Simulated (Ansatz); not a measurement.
One change: `C=N[Si](O)(F)Cl` becomes `O[Si](F)(Cl)O[SiH3]`.

Ansatz, PBE0-D4/def2-TZVP geometries, multiplicity 1. Each molecule was computed in one conformer, which needn't be the lowest.

```json
{"property": "HOMO–LUMO gap (ωB97M-V/def2-TZVPP) / eV", "`C=N[Si](O)(F)Cl`": "10.93"}
{"property": "size of the dipole moment (ωB97M-V/def2-TZVPP) / D", "`C=N[Si](O)(F)Cl`": "2.28"}
{"property": "size of the dipole moment (B3LYP/def2-TZVPP) / D", "`C=N[Si](O)(F)Cl`": "2.25"}
{"property": "LUMO energy (PBE0/def2-TZVPP) / eV", "`C=N[Si](O)(F)Cl`": "-1.48"}
{"property": "HOMO energy (B3LYP/def2-TZVPP) / eV", "`C=N[Si](O)(F)Cl`": "-7.57"}
{"property": "HOMO–LUMO gap (PBE/def2-TZVPP) / eV", "`C=N[Si](O)(F)Cl`": "3.75"}
```

(1) Give the same properties after the change, and the shifts. (Best estimate.)

Answers

(1) Ansatz gave: 
| property | `O[Si](F)(Cl)O[SiH3]` | shift |
| --- | --- | --- |
| HOMO–LUMO gap (ωB97M-V/def2-TZVPP) / eV | 13.12 | 2.19 |
| size of the dipole moment (ωB97M-V/def2-TZVPP) / D | 2.18 | -0.10 |
| size of the dipole moment (B3LYP/def2-TZVPP) / D | 2.18 | -0.07 |
| LUMO energy (PBE0/def2-TZVPP) / eV | -0.18 | 1.30 |
| HOMO energy (B3LYP/def2-TZVPP) / eV | -9.13 | -1.56 |
| HOMO–LUMO gap (PBE/def2-TZVPP) / eV | 6.80 | 3.05 |

With PBE0 the HOMO falls by 1.56 eV and the LUMO rises by 1.30 eV, so the gap widens by about 2.86 eV. PBE moves the HOMO by -1.53 eV and ωB97M-V by -1.51 eV. Dipoles are sizes alone; their direction can turn.

B3LYP here is the variant with VWN-RPA as its local correlation; programs differ in this.
